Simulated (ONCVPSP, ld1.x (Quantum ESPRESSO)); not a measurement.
**Potentials for P (Z = 15) compared**

Generated with ld1.x 7.5 (TM, RRKJ, ultrasoft, PAW), atompaw 4.2 or ONCVPSP 4.0.1. The cutoff is in Ry: for ld1.x and atompaw files where the sum of valence levels is converged to 10 mRy in a Bessel basis, for ONCV files where the hardest occupied wave has 1 mHa per electron of residual kinetic energy. The error is the largest all-electron minus pseudo excitation energy over each file’s own four to seven test configurations (ionisations up to +4, promotions, holes and added fractions of an electron), all of which were solved. The labels leave out finer settings (local radius, basis sizes, second energies), which also bear on the numbers. Spin-polarised tests are not counted. The rows are a selection from randomly drawn settings: files with unsolved tests, undetermined cutoffs or missed reference levels are left out.

```tsv
potential	cutoff (Ry)	largest error (meV)	bound ghosts
ONCV, PBEsol, scalar-relativistic, rc 0.85/0.95/0.85 (spd), local smoothed, core correction no, reference 2s2 2p6 3s2 3p3, qcut 13.7/14.7/12.4, projectors 2/3/3	195	+9.7	none
ONCV, PW91, scalar-relativistic, rc 0.85/0.80/0.95 (spd), local smoothed, core correction yes, reference 2s2 2p6 3s2 3p3, qcut 18.2/17.2/10.4, projectors 3/2/2	239	+9.0	none
ONCV, PBE, scalar-relativistic, rc 1.70/1.25/1.80 (spd), local smoothed, core correction yes, reference 3s2 3p3, qcut 3.2/5.6/4.7, projectors 2/2/2	87	+43	none
ONCV, PBEsol, scalar-relativistic, rc 1.40/1.55 (sp), local smoothed, core correction no, reference 3s1.5 3p3.5, qcut 4.2/6.3, projectors 1/2	25	+25	none
ONCV, LDA (Perdew-Wang 92), scalar-relativistic, rc 1.70/2.05 (sp), local smoothed, core correction yes, reference 3s2 3p3, qcut 4.8/3.5, projectors 2/2	18	+140	none
ONCV, PBE, scalar-relativistic, rc 1.65/1.70 (sp), local smoothed, core correction yes, reference 3s2 3p1, qcut 4.7/3.9, projectors 2/1	20	-26	none
ONCV, LDA (Perdew-Wang 92), scalar-relativistic, rc 1.05/0.70/1.00 (spd), local smoothed, core correction no, reference 2s2 2p6 3s2 3p2, qcut 10.5/23.4/9.5, projectors 2/2/2	361	+4.5	none
```

**Question.** Fill in the row for P: TM, PBEsol, scalar-relativistic, rc 1.45/1.40 (sp), local s, core correction no, reference 3s2 3p3.

**Answer.** cutoff 40 Ry, largest error +62 meV, bound ghosts: none.
